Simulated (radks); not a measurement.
Spin polarisation of the 5d2 shell in Hf. Start: [Xe] 4f14 5d(up 1, down 1) 6s2; electrons of 5d are moved from spin down to spin up, other shells keep equal spins. All-electron calculation, scalar-relativistic Kohn-Sham, r2SCAN, spin-polarised, spherical densities, finite nucleus; meta-GGA in the generalised Kohn-Sham scheme; Fermi nuclear charge, rms radius of each element as measured or else 0.836 A^(1/3) + 0.57 fm. Program: a radial shooting solver on a logarithmic mesh with Libxc functionals.

moment (Bohr magnetons)	E - E(0) (eV)	e(5d up) (eV)	e(5d down) (eV)	6s down minus up (eV)
0	0.000	-2.589	-2.589	0.000
0.5	-0.047	-2.765	-2.387	0.203
1	-0.190	-2.921	-2.154	0.419
1.5	-0.431	-3.059	-1.898	0.659
2	-0.767	-3.177	-1.666	0.930

At moment 2 the spin-polarisation energy is -0.767 eV and the 5d exchange splitting 1.511 eV, that is 0.755 eV per Bohr magneton; E = -I m^2/4 would give I = 0.767 eV.
